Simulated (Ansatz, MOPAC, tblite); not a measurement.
**How methods differ on BCNOF2 (SMILES O=C=NB(F)F)**

The species is BCNOF2 (6 atoms), meant as a singlet with charge 0. As SMILES, `O=C=NB(F)F`. Geometry: relaxed at PBE0-D4/def2-TZVP.

Quantity: the dipole moment, in D. The values are calculated.

```tsv
level	kind	program	value (D)	CPU time
GFN2-xTB	semi-empirical	tblite	0.42	under 2 s
PM6	semi-empirical	MOPAC	0.29	under 2 s
PM7	semi-empirical	MOPAC	0.31	under 2 s
IPEA1-xTB	semi-empirical	tblite	0.76	under 2 s
HF/STO-3G	Hartree–Fock	Ansatz	0.41	0.63 s
HF/3-21G	Hartree–Fock	Ansatz	0.37	1.1 s
HF/def2-SVP	Hartree–Fock	Ansatz	0.11	3.8 s
SVWN5/pcseg-2	LDA	Ansatz	0.08	20 s
B3LYP/6-31G* (spherical functions)	global hybrid	Ansatz	0.08	8.6 s
PBE0/def2-SVP	global hybrid	Ansatz	0.12	7.5 s
```

The values span 0.08 to 0.76 D. Magnitudes only: a small dipole may point the other way at some levels. Sets without polarisation functions give poor dipoles. Without the sets that lack polarisation functions the rows with a basis span only 0.08 to 0.12 D. Times are those of the runs behind each value, whatever else they computed, on shared processors of several kinds: orders of magnitude only.
